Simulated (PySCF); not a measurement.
**From a computed spectrum to the compound**

A species of 4 atoms with charge 3 has these harmonic modes (PBE, small Gaussian bases with core potentials, PySCF 2.14.0):

| cm⁻¹ | km/mol | symmetry |
| --- | --- | --- |
| 442 | 17.4 | a1 |
| 646 | 89.2 | b2 |
| 709 | 409.6 | b1 |
| 1597 | 143.3 | a1 |
| 3260 | 861.1 | a1 |
| 3274 | 531.5 | b2 |

Q: Which species is it, and in which structure?

A: [Nd(H2O)]3+ (singlet in the valence; each metal's 4f electrons, 3 of them, lie in its core potential, out of spins and levels):
```xyz
4

Nd    0.0000    0.0000   -0.2618
O     0.0000    0.0000    1.9912
H     0.7886    0.0000    2.6277
H    -0.7886    0.0000    2.6277
```
Ideal gas at 298.15 K and 1 bar: S = 270.9 J/(mol K), Cp = 46.6 J/(mol K), H − H(0 K) = 11.3 kJ/mol (rigid rotor, harmonic modes, spin degeneracy alone, that of the 4f electrons in the core included). An lcecp potential fixes the number of 4f electrons, so in runs with it no electron can move into or out of that shell.
 Other answers can fit too; this one was computed.
